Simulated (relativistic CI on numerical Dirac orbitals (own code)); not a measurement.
## Cr²⁺ in a cubic cluster: L2,3 absorption with charge transfer

Computed with a charge-transfer multiplet model of a cubic metal-ligand cluster with up to one ligand hole, Slater and spin-orbit integrals from Dirac-Coulomb-Breit ions, Slater integrals scaled by 0.9. The parameters are those of a tetrahedral site (10Dq negative, t2 hopping the larger). The ground state mixes d4 with configurations of k ligand holes L, whose averages lie at kΔ + k(k − 1)U_dd/2; a core hole lowers each added d electron by U_cd. 20 K, Lorentzian 0.4 eV and Gaussian 0.3 eV FWHM.

Atomic integrals in eV (Slater integrals scaled, ζ unscaled), ground: F2dd 8.634, F4dd 5.365, zeta_d 0.027; with the core hole: F2dd 9.411, F4dd 5.854, zeta_d 0.040, zeta_core 5.624, F2cd 5.290, G1cd 3.859, G3cd 2.190.

Cluster parameters (eV): U_dd = 5.4, U_cd = 6.7, 10Dq = -0.4, 10Dq(ligand) = 0, V(eg) = 0.97, V(t2g) = -1.66, final-state hopping factor = 0.9.

| Case | n_d | d4 | d5L | S |
| --- | --- | --- | --- | --- |
| Δ = 6.1 eV | 4.17 | 0.83 | 0.17 | 2.00 |
| Δ = 7.1 eV | 4.14 | 0.86 | 0.14 | 2.00 |
| Δ = 8.1 eV | 4.12 | 0.88 | 0.12 | 2.00 |

Weights, n_d and S are thermal averages at 20 K. Photon energies count from the first peak over 30 % of the highest in each spectrum, which can be another peak from case to case. The parameters are a model scan and need not match a compound or its usual spin state. Peaks in eV (height, largest 100):
- Δ = 6.1 eV: -2.3 (10), 0.0 (100), 1.0 (76), 5.4 (20), 6.6 (15), 7.9 (15), 9.4 (29)
- Δ = 7.1 eV: -2.4 (10), 0.0 (100), 1.0 (72), 2.5 (43), 5.2 (21), 6.4 (15), 7.8 (17), 9.3 (29)
- Δ = 8.1 eV: -2.4 (11), 0.0 (100), 1.1 (69), 2.6 (45), 5.2 (23), 6.1 (16), 7.8 (17), 9.3 (30)

For the case Δ = 7.1 eV, Δ = 7.1 eV is larger than U_dd = 5.4 eV, the Mott-Hubbard side of the Zaanen-Sawatzky-Allen scheme. With the core hole the configuration with one ligand hole lies at Δ + U_dd − U_cd = 4.8, 5.8, 6.8 eV from the one without, in the order of the table; where this is negative the screened configuration lies lower.

With at most 1 ligand hole the space is cut while the next configuration still counts, so covalency is underestimated, and a final configuration with one more ligand hole, which can lie low, is missing from the spectra.
